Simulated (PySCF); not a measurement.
PySCF input (BP86/def2-SVP):

```python
from pyscf import gto, dft

mol = gto.M(
    atom='''
    In   -0.00000000   -0.00000000   -1.59217154
    I     0.00000000    0.00000000    1.47200765
    ''',
    basis='def2-svp',
    ecp='def2-svp',
    charge=-1,
    spin=1,
    symmetry='C2v',
    verbose=4,
)

mf = dft.UKS(mol, xc='bp86')
mf.grids.level = 3
mf.conv_tol = 1e-9
mf.max_cycle = 100
mf.max_memory = 1500
mf.kernel()
if not mf.converged:
    mf = mf.newton()
    mf.kernel(mf.make_rdm1())
mf.dip_moment()
```

**Question.** What final total energy does it give?

**Answer.** -488.18473 Eh.
